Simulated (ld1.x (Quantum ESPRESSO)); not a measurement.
# iridium: variants of one TM potential

Base potential:

iridium (Ir), norm-conserving Troullier–Martins (Kleinman–Bylander form), made with ld1.x (Quantum ESPRESSO) 7.5 (LDA (PZ), scalar-relativistic). Core [Kr] 4d10 4f14, reference 5s2 5p6 5d7 6s0.5 6p0 (charge +1.5). Waves: 5p (bound): rc 1.25 bohr; 5d (bound): rc 1.50 bohr; 5s (bound): rc 1.20 bohr. Local part: the s channel. Core correction: a·sin(br)/r model core inside 0.55 bohr.

Occupied shells without a wave of their own: 6s. They enter only through the test configuration that unscreens the potential, and ld1.x also counts them in the model core charge.

Cutoffs, loose and tight: the cutoffs (Ry, on a coarse ladder) from which the occupation-weighted sum of valence levels, in a spherical-Bessel basis at the reference potential, stays within 10 and 1 mRy of its value at 400 Ry. They do not see the model core or the augmentation charge, which bear on the density cutoff. Test errors are all-electron minus pseudo excitation energies from the reference, over the configurations 5s2 5p6 5d7 6s2 6p0; 5s2 5p6 5d7 6s1 6p0; 5s2 5p6 5d7 6s0 6p0; 5s2 5p6 5d8 6s1 6p0; 5s2 5p6 5d7 6s1.5 6p0; 5s2 5p6 5d7 6s0 6p1; 5s2 5p6 5d6 6s2 6p1 (two spin-polarised tests are not counted in the largest error). A dash means not determined; rows that change the core or the reference have their own tests.

With those shells counted twice in exchange and correlation these files are broken, and their errors move erratically; no question is asked of them.

A true bound ghost makes a file unfit for plane-wave use even where its test errors are small: the radial tests pick states by their node count and pass the ghost by.

| change | outcome | cutoff, loose | cutoff, tight | bound ghosts | largest test error (meV) |
| --- | --- | --- | --- | --- | --- |
| base | generated, misses its reference levels by 0.43 eV | 120 Ry | 200 Ry | none | +483 |
| wave 5p (bound): rc 1.25 bohr becomes 5p (bound): rc 0.84 bohr | generated, misses its reference levels by 0.43 eV | over 300 Ry | over 300 Ry | p | +481 |
| wave 5p (bound): rc 1.25 bohr becomes 5p (bound): rc 0.92 bohr | generated, misses its reference levels by 0.43 eV | 260 Ry | over 300 Ry | none | +483 |
| wave 5p (bound): rc 1.25 bohr becomes 5p (bound): rc 1.06 bohr | generated, misses its reference levels by 0.43 eV | 140 Ry | 230 Ry | none | +480 |
| wave 5p (bound): rc 1.25 bohr becomes 5p (bound): rc 1.18 bohr | generated, misses its reference levels by 0.43 eV | 140 Ry | 200 Ry | none | +480 |
| wave 5p (bound): rc 1.25 bohr becomes 5p (bound): rc 1.32 bohr | generated, misses its reference levels by 0.43 eV | 120 Ry | 200 Ry | none | +487 |
| wave 5p (bound): rc 1.25 bohr becomes 5p (bound): rc 1.36 bohr | generated, misses its reference levels by 0.43 eV | 110 Ry | 200 Ry | none | +489 |
| wave 5p (bound): rc 1.25 bohr becomes 5p (bound): rc 1.52 bohr | generated, misses its reference levels by 0.43 eV | 110 Ry | 180 Ry | none | +505 |
| wave 5p (bound): rc 1.25 bohr becomes 5p (bound): rc 1.64 bohr | generated, misses its reference levels by 0.43 eV | 110 Ry | 180 Ry | none | +519 |
| wave 5p (bound): rc 1.25 bohr becomes 5p (bound): rc 1.78 bohr | generated, misses its reference levels by 0.43 eV | 110 Ry | 180 Ry | none | +534 |
| wave 5p (bound): rc 1.25 bohr becomes 5p (bound): rc 1.92 bohr | generated, misses its reference levels by 0.43 eV | 110 Ry | 180 Ry | none | +548 |

Reading the sweep of the p radius (base included, trends over the rows without a ghost): The loose cutoff falls from 260 Ry at 0.92 to 110 Ry at 1.92 bohr. A larger radius leaves more room for a smooth pseudo-wave, so fewer plane waves are needed; a smaller one forces it to follow the all-electron wave where it bends sharply. The median size of the test errors (rows with all tests solved) stays near 254.2 meV. Bound ghosts are found at 0.84 bohr.
